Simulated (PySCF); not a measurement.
# Stationary points of WS₂²⁺

These are results of PySCF, PBE0, basis W def2-TZVP with ECP60, S def2-TZVP (scalar-relativistic core potentials, no spin–orbit coupling, density fitting), not measurements.

Relaxations began from a few typed shapes. The search is not exhaustive: other isomers or separated fragments can lie lower, and high-lying points may rest on an excited occupation.

Question: Which is the lowest minimum found?
A. singlet C2v: W–S 2.064 Å (×2); S–W–S 104.0°
B. singlet (closed shell, unstable to spin polarisation) C2v: S–S 2.068 Å, W–S 2.166 Å (×2); S–S–W 61.5° (×2), S–W–S 57.0°

Answer: A. The others lie at 102.8 (singlet C2v) kJ/mol above it.

Formally W is in oxidation state +6, d0. A d0 centre has no lone pair, yet it is C2v rather than linear: covalent bonding through the d orbitals favours lower symmetry. The polar-tensor charge on W, 1.58, is far below the formal one.

For the lowest minimum: no spin–orbit coupling is included, which matters more the heavier the element.
